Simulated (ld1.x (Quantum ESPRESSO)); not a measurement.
## Scattering properties, TM potential for Cr (Z = 24)

| Item | Value |
| --- | --- |
| Element | chromium (Cr) |
| Generator | ld1.x (Quantum ESPRESSO) 7.5 |
| Type | norm-conserving Troullier–Martins (Kleinman–Bylander form) |
| Functional | PBE |
| Relativity | scalar-relativistic |
| Frozen core | [Ar] |
| Valence charge | 6 |
| Reference configuration | 3d5 4s0 4p0 (charge +1) |
| Partial waves | 4s (bound, empty): rc 2.65 bohr; 4p (bound, empty): rc 2.80 bohr; 4f channel at 0.2 Ry: rc 2.45 bohr; 3d (bound): rc 1.45 bohr |
| Local potential | the d channel |
| Core correction | none |

The phase is arctan(r·u′/u) with u = r·R(r), unwrapped; energies in Ry, scanned from -3 to 5 Ry. A pole is an energy at which the radial function vanishes at the test radius. The pseudo phase is shifted by a multiple of π to meet the all-electron one at the reference energy, and phase errors are pseudo minus all-electron; the curves can meet again beyond the range given. Levels narrower than the energy grid can be missing from the lists of poles.

For each channel, where are the poles, and over which energies does the pseudopotential scatter like the atom?

```tsv
channel	radius (bohr)	reference energy (Ry)	poles, all-electron	poles, pseudo	unbroken range about the reference energy with phases within 0.05 rad	phase error 1 Ry above the reference energy (rad)
s	3.05	-0.73	0.46	0.37, 2.58	below 0.9	-0.014
p	3.05	-0.44	1.24	1.12	below 1.9	-0.013
d	3.05	-0.73	-0.61, 2.65	-0.61, 2.77	below 0.6	+0.011
f	3.05	0.20	3.04	3.05	below 4.9	+0.001
```

Note: ghost states, extra bound levels that the all-electron valence spectrum of the same l lacks: s at -217.9 eV, p at -92.0 eV. A true bound ghost makes a file unfit for plane-wave use.

Phases in the d channel:

```csv
E (Ry),all-electron,pseudo
-3.00,1.370,1.370
-2.76,1.360,1.360
-2.52,1.349,1.349
-2.28,1.335,1.335
-2.04,1.318,1.318
-1.80,1.296,1.296
-1.56,1.265,1.265
-1.32,1.216,1.217
-1.08,1.114,1.114
-0.84,0.508,0.509
-0.60,-1.595,-1.595
-0.36,-1.810,-1.809
-0.12,-1.925,-1.922
0.12,-2.054,-2.047
0.36,-2.259,-2.243
0.60,-2.665,-2.622
0.84,-3.396,-3.319
1.08,-4.006,-3.952
1.32,-4.304,-4.271
1.56,-4.457,-4.434
1.80,-4.549,-4.531
2.04,-4.611,-4.595
2.28,-4.657,-4.643
2.52,-4.695,-4.680
2.76,-4.727,-4.712
3.00,-4.757,-4.740
3.24,-4.787,-4.767
3.48,-4.817,-4.793
3.72,-4.852,-4.822
3.96,-4.895,-4.854
4.20,-4.952,-4.893
4.44,-5.038,-4.944
4.68,-5.187,-5.017
4.92,-5.507,-5.136
```
